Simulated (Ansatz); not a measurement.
`C[N]=[Ta]([NH2])([NH2])[NH2]`, relaxed with RKS PBE-D4/def2-SVP in the Gaussian-basis code of Ansatz from a rough embedded geometry. The force threshold is 0.03 eV/Å; the program also tests the step.

The species carries charge 0 and has multiplicity 1. Ta: def2 effective core potential.

Start:

```xyz
15

C    -1.247   -0.960    1.953
N    -1.468   -0.614    0.575
Ta   -0.046    0.191   -0.584
N    -0.792    2.098   -1.371
N     0.264   -1.149   -2.315
N     1.826    0.413    0.500
H    -0.149   -0.702    2.163
H    -1.364   -2.040    2.070
H    -1.844   -0.406    2.610
H    -0.188    2.312   -2.175
H    -0.442    2.814   -0.589
H     0.704   -0.606   -3.068
H     1.045   -1.831   -2.012
H     2.108   -0.535    0.891
H     1.594    1.015    1.354
```

Q: By how much does the energy fall, and how many steps does the optimiser take? (An estimate is asked.)

A: The calculation gave: 329.59 kJ/mol, in 12 steps, 1 of them rejected.

Q: Which bonds change most? (An estimate is asked.)

A: Computed: Ta3–N5 from 2.211 to 2.006 Å; N2–Ta3 from 2.004 to 1.800 Å; Ta3–N4 from 2.194 to 2.006 Å; Ta3–N6 from 2.175 to 2.028 Å.

Q: Give the relaxed structure. (Estimate.)

A: Ansatz gave: 
```xyz
15

C    -1.445   -1.020    1.878
N    -0.826   -0.477    0.716
Ta    0.315    0.242   -0.476
N    -0.505    2.001   -0.983
N     0.482   -1.129   -1.930
N     2.181    0.619    0.222
H    -0.759   -1.061    2.756
H    -1.809   -2.060    1.700
H    -2.335   -0.422    2.187
H    -0.123    2.597   -1.728
H    -1.422    2.361   -0.707
H     0.984   -0.948   -2.808
H    -0.045   -2.003   -2.023
H     2.896   -0.106    0.358
H     2.411    1.407    0.839
```
